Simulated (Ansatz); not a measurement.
A nudged elastic band was laid between two geometries of AlBrH₃N (6 atoms, charge 0, multiplicity 1).

These are results of Ansatz, RKS PBE0/def2-SVP, not measurements.

```
movable images  : 5
climbing image  : yes
spring          : 5.0 eV/Å²
optimiser       : quadratic models (default)
start path      : IDPP
force threshold : 0.03 eV/Å
iteration limit : 60
end points      : relaxed
```

First end point:

```xyz
6
Properties=species:S:1:pos:R:3
N -0.541 0.313 -0.788
Al 0.368 -0.090 0.667
Br 1.484 -2.058 0.696
H -1.077 1.164 -0.915
H -0.605 -0.269 -1.617
H 0.413 0.875 1.911
```

Last end point:

```xyz
6
Properties=species:S:1:pos:R:3
N -0.541 0.313 -0.787
Al 0.369 -0.091 0.667
Br 1.484 -2.060 0.692
H -0.606 -0.266 -1.617
H -1.076 1.166 -0.911
H 0.412 0.875 1.910
```

(1) What changes between the two ends?

(2) Give the energies along the band, and the barrier.

(3) What is the geometry of the highest image?

(4) What are the harmonic wavenumbers there?

Results:

(1) No bond is made or broken. The dihedral H5–N1–Al2–Br3 goes from 0 to -180°. The two ends are copies of one structure, up to a mirror image or an exchange of like atoms.

(2) The forces met the threshold. The highest image is number 3 of 0 to 6, 0.38 eV above the ends, which have the same energy within 2 meV. A vibrational analysis at the climbing image gives one clearly imaginary mode, 372i cm⁻¹: a first-order saddle point.

| image | path coordinate (Å) | energy (eV) | dihedral H5–N1–Al2–Br3 (°) |
| --- | --- | --- | --- |
| 0 | 0.00 | 0.00 | 0 |
| 1 | 0.55 | 0.09 | 25 |
| 2 | 1.10 | 0.28 | 47 |
| 3 | 1.65 | 0.38 | 73 |
| 4 | 2.20 | 0.28 | 108 |
| 5 | 2.75 | 0.09 | 145 |
| 6 | 3.30 | 0.00 | -180 |

(3) 
```xyz
6
Properties=species:S:1:pos:R:3:forces:R:3
N -0.774 0.335 -0.654 0.02 0.00 0.01
Al 0.367 -0.097 0.650 -0.02 0.01 -0.02
Br 2.235 -1.320 0.241 0.01 0.00 0.00
H -0.550 1.034 -1.357 -0.01 -0.01 0.01
H -1.393 -0.351 -1.077 0.00 0.01 0.00
H 0.157 0.335 2.150 0.00 0.00 0.00
```

(4) 372i, 190, 327, 410, 418, 652, 698, 808, 1524, 1992, 3594, 3678 cm⁻¹.

Time of the run: 52 s on 1 thread of Intel(R) Xeon(R) 6975P-C (Granite Rapids), with other jobs on the host, peak memory 0.26 GiB.
